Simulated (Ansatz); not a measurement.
`FC([SiH3])O[SiH3]` at its PBE0-D4/def2-TZVP geometry, where that method's forces vanish. Charge 0, multiplicity 1.

```xyz
12

F    -1.4039   -0.9883   -0.1996
C    -0.3062   -0.3754    0.4043
Si   -0.9291    0.8014    1.7783
O     0.3912    0.3516   -0.5384
Si    1.1231   -0.3269   -1.8681
H     0.3090   -1.2021    0.7903
H     0.2520    1.4029    2.4473
H    -1.7177    0.0164    2.7611
H    -1.7672    1.8518    1.1529
H     0.1514   -0.5682   -2.9611
H     2.1460    0.6508   -2.3023
H     1.7514   -1.6141   -1.4646
```

(1) What forces (eV/Å) does r2SCAN-D4/def2-TZVPP give on these atoms in Ansatz? (An estimate is asked.)

Results:

(1) The calculation gave: 
```
F1  -0.318 -0.178 -0.192
C2   0.162  0.022  0.401
Si3 -0.029  0.039  0.052
O4   0.138  0.202 -0.183
Si5  0.034 -0.029 -0.054
H6   0.020 -0.035 -0.006
H7  -0.025 -0.010 -0.014
H8   0.016  0.016 -0.023
H9   0.018 -0.024  0.008
H10  0.022  0.003  0.019
H11 -0.026 -0.029  0.004
H12 -0.013  0.022 -0.013
```
